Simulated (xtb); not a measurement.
Sn(Br)(Me) (CH3BrSn), SMILES [CH3][Sn][Br] (connectivity only; charge and spin as stated), neutral, multiplicity 1. All values are semi-empirical tight-binding results from xtb (GFN2-xTB unless named), good for trends rather than for accurate numbers. Coordinates come from a GFN2-xTB optimisation.

Optimised geometry:

Bonded distances (Å): Sn1–Br2 2.526, Sn1–C3 2.266, C3–H4 1.094, C3–H5 1.093, C3–H6 1.092. Bond angles (°): Br2–Sn1–C3 94.7, Sn1–C3–H4 110.6, Sn1–C3–H5 111.1, Sn1–C3–H6 113.6, H4–C3–H5 106.6, H4–C3–H6 107.2, H5–C3–H6 107.4.

For metal compounds this method's bond lengths and energies can be far off.

```
Item                                          Result
-------------------------------------  -------------
orbital gap                                  3.02 eV
zero-point energy                      21.5 kcal/mol
G − E(el) at 298.15 K (modified RRHO)   1.5 kcal/mol
```

Computed atomic charges and the Wiberg bond orders between heavy atoms:
charges (e) Sn1 0.34, Br2 -0.25, C3 -0.22, H4 0.05, H5 0.05, H6 0.03. Bond orders Sn1–Br2 1.24, Sn1–C3 1.08.
